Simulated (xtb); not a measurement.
Hf(Me)3(H) (C3H10Hf), SMILES [CH3][HfH]([CH3])[CH3], multiplicity 1. All values are semi-empirical tight-binding results from xtb (GFN2-xTB unless named), good for trends rather than for accurate numbers. Coordinates come from a GFN2-xTB optimisation. The spin state was assumed, not searched.

Optimised geometry:

Bonds (Å): Hf1–C2 2.334, Hf1–C6 2.335, Hf1–C10 2.333, Hf1–H14 1.956, C2–H3 1.101, C2–H4 1.096, C2–H5 1.101, C6–H7 1.101, C6–H8 1.101, C6–H9 1.096, C10–H11 1.101, C10–H12 1.101, C10–H13 1.096. Bond angles (°): C2–Hf1–C6 111.9, C2–Hf1–C10 111.9, C2–Hf1–H14 106.9, C6–Hf1–C10 112.2, C6–Hf1–H14 106.8, C10–Hf1–H14 106.9, Hf1–C2–H3 111.0, Hf1–C2–H4 119.4, Hf1–C2–H5 110.5, H3–C2–H4 104.9, H3–C2–H5 105.0, H4–C2–H5 104.9, Hf1–C6–H7 110.3, Hf1–C6–H8 111.4, Hf1–C6–H9 119.3, H7–C6–H8 105.0, H7–C6–H9 104.9, H8–C6–H9 104.9, Hf1–C10–H11 110.8, Hf1–C10–H12 110.6, Hf1–C10–H13 119.5, H11–C10–H12 105.0, H11–C10–H13 104.9, H12–C10–H13 104.9.

For metal compounds this method's bond lengths and energies can be far off.

The orbital gap comes out as 3.07 eV. The zero-point energy is 65.3 kcal/mol and the G − E(el) at 298.15 K (modified RRHO) is 42.2 kcal/mol.

Computed atomic charges and the Wiberg bond orders between heavy atoms:
charges (e) Hf1 0.98, C2 -0.31, H3 0.03, H4 0.03, H5 0.03, C6 -0.31, H7 0.03, H8 0.03, H9 0.03, C10 -0.31, H11 0.03, H12 0.03, H13 0.03, H14 -0.30. Bond orders Hf1–C2 0.71, Hf1–C6 0.71, Hf1–C10 0.71.
